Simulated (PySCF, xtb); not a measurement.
Te(OH)(NH2) (H₃NOTe), SMILES O[Te]N.

GFN2-xTB in xtb at its own geometry gives an orbital gap of 3.97 eV and a dipole moment of 1.73 D.

Coordinates come from a PBE0-D3(BJ)/def2-TZVP optimisation. The def2 effective core potentials stand for the cores of Te; spin–orbit coupling is left out. Other conformers were not sampled.

Task: What does ωB97X/def2-TZVPD (PySCF) give? (An estimate is asked for; the answer gives what the named calculation found.)

Result: gap 9.10 eV (levels -8.35 and 0.75 eV), dipole 1.58 D.
